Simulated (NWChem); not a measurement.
System: C₃H₇FSi; SMILES C=C(F)C[SiH3]

Input file for NWChem:

```
start job
memory heap 200 mb stack 900 mb global 1100 mb
geometry units angstroms noautoz
  C      1.024235    -1.969033    -0.295807
  C      0.136741    -1.033303     0.028458
  F     -1.154034    -1.171712    -0.382712
  C      0.344582     0.234160     0.788012
  Si    -0.110276     1.803236    -0.205343
  H      0.732925    -2.834556    -0.879872
  H      2.056458    -1.881800     0.021263
  H      1.389463     0.304498     1.107961
  H     -0.273936     0.229007     1.696973
  H      0.525102     1.759173    -1.548316
  H     -1.580374     1.935817    -0.364095
  H      0.395612     2.994079     0.531096
end
basis spherical
  C library 6-31g*
  F library 6-31g*
  Si library 6-31g*
  H library 6-31g*
end
dft
  xc b3lyp
  iterations 150
  mulliken
end
task dft energy
```

Coordinates come from a B3LYP/6-31G* (spherical d) optimisation. B3LYP is NWChem's, with the RPA form of VWN correlation.

**Question.** Give the results of this calculation. (B3LYP/6-31G* (spherical d).) Quantities: energy (Ha); highest occupied level (eV); orbital gap (eV); dipole (D).

**Answer.** The energy (Ha) is -507.83 and the highest occupied level (eV) is -6.69. The orbital gap (eV) is 7.20 and the dipole (D) comes out as 1.48.
